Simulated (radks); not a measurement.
Results of a calculation; reference values are marked as such.
Task: Radial electron density D(r) = 4 pi r^2 rho(r) of an atom or ion with 40 electrons. Code: a radial shooting solver on a logarithmic mesh with Libxc functionals. Model: scalar-relativistic Kohn-Sham, Slater X-alpha with alpha = 0.991, spin-polarised, spherical densities, finite nucleus; Fermi nuclear charge, rms radius of each element as measured or else 0.836 A^(1/3) + 0.57 fm.

```
   r/bohr * D(r) (the largest magnitude, 68.4, reaches the edge; | marks zero)
 0.002582 |   *
 0.003362 |     *
 0.004378 |        *
 0.005701 |            *
 0.007423 |                  *
 0.009666 |                         *
  0.01259 |                                *
  0.01639 |                                       *
  0.02151 |                                           *
  0.02801 |                                          *
  0.03648 |                                       *
   0.0475 |                                     *
  0.06185 |                                        *
  0.08053 |                                                *
   0.1049 |                                                      *
   0.1365 |                                                *
   0.1778 |                                     *
   0.2315 |                                   *
   0.3015 |                                         *
   0.3925 |                                      *
   0.5111 |                      *
   0.6656 |           *
   0.8667 |          *
    1.128 |         *
    1.469 |     *
    1.913 | *
    2.491 *
    3.244 *
    4.224 *
```

What is the nuclear charge?

Result: Z = 43. The innermost maximum, from 1s, lies near gamma/Z bohr with gamma = sqrt(1 - (Z/c)^2) = 0.949, here 0.0221 bohr (found: 0.0241), and its height grows with Z. The density is that of the technetium ion Tc3+ in [Kr] 4d4; the configuration itself is not fixed sharply by these data, and Z only to a few units. D(r) has 4 maxima, at r = 0.0241, 0.106, 0.327, 0.946 bohr, and minima at 0.0479, 0.210, 0.781 bohr, inside which lie 2.02, 11.11, 29.26 electrons.
